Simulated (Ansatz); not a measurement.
A made-up structure of BSiH$_{3}$F$_{2}$, closed shell:

```
7
angstrom
F -1.3571 0.4723 -1.3030
B -0.3358 0.7712 -0.4952
Si 0.2606 -0.5038 0.3592
F -0.6351 -1.8532 -0.0762
H 0.2223 1.8352 -0.2907
H 1.7659 -0.6104 -0.0583
H 0.0791 -0.1112 1.8642
```

It is relaxed with PBE-D4/def2-SVP and then PBE0-D4/def2-TZVP (Ansatz 0.2.0). Atoms count as bonded within 1.22 times the sum of their covalent radii (H–H: 0.88 Å). The end point is not checked to be a true minimum.

Does its bonding change? (Judge from chemistry; the calculation decides.)

The calculation gives: No: no bond forms or breaks.

Where it ends: The first stage lowers the energy by 2.05 eV in 9 steps. It ends as BSiH₃F₂ ([F][BH][SiH2][F]):
F1  (-1.425, 0.802, -1.456)
B2  (-0.421, 0.947, -0.615)
Si3  (0.316, -0.626, 0.440)
F4  (-0.459, -1.993, 0.118)
H5  (0.036, 2.056, -0.504)
H6  (1.756, -0.825, 0.117)
H7  (0.197, -0.361, 1.900)
(Å)

Labels in which every atom is bracketed show which atoms are joined, not bond orders.

For scale, one of the runs: PBE0-D4/def2-TZVP relaxation, 148 basis functions, launched by `ansatz run in.yaml --threads 2 --pin off --events-out ev --progress --plain --max-ram 4352MiB`. Hardware: 2 CPU threads of an Arm Neoverse V2, shared host. Wall time about 11 s.
